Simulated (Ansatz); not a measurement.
Cartesian coordinates (Å):
```xyz
3

I     -2.1738    -0.4228     0.0000
Al    -0.0010     0.8404     0.0000
I      2.1748    -0.4176     0.0000
```
Charge 0, spin multiplicity 2.

Level of theory: frozen-core CCSD(T)/def2-TZVPP // B3LYP-D3(BJ)/def2-TZVP in Ansatz (a program for electronic structure).

* **HF energy**: -835.35390 Ha
* **MP2 correlation energy**: -1.03699 Ha

### Question
Estimate the CCSD correlation energy, the (T) correction, the total energy and the T1 diagnostic.

### Answer

```
Property                         Value
-----------------------  -------------
CCSD correlation energy    -0.98328 Ha
(T) correction             -0.02387 Ha
CCSD(T) total energy     -836.36105 Ha
T1 diagnostic                    0.011
```
